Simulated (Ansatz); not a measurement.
Sn2H6⁺. Charge 1, multiplicity 2. Geometry PBE0-D4/def2-TZVP; atoms count from 1.

```xyz
8

Sn    1.527   -0.275   -0.366
H     1.932   -1.130    1.033
H     1.253   -1.144   -1.787
H     2.011    1.338   -0.491
Sn   -1.527    0.275    0.366
H    -1.922    1.160   -1.017
H    -1.255    1.113    1.806
H    -2.020   -1.337    0.455
```

In the def2 sets Sn takes a core potential; there is no spin–orbit coupling.

(1) Estimate the Mulliken populations from the PBE0/def2-TZVP orbitals of Ansatz.

(2) Where does the spin sit?

(3) And the Mayer bond orders between heavy atoms (over 0.3)?

Results:

(1) 
| atom | charge (e) | spin (α − β) |
| --- | --- | --- |
| Sn1 | 0.28 | 0.47 |
| H2 | 0.07 | 0.01 |
| H3 | 0.07 | 0.01 |
| H4 | 0.07 | 0.01 |
| Sn5 | 0.28 | 0.47 |
| H6 | 0.07 | 0.01 |
| H7 | 0.07 | 0.01 |
| H8 | 0.07 | 0.01 |
Mulliken values depend strongly on the basis.

(2) Summed by element: Sn 0.94, H 0.06, of 1 unpaired in all. Largest on single atoms: Sn1 0.47, Sn5 0.47, H3 0.01.

(3) Sn1–Sn5 0.51 (3.19 Å).
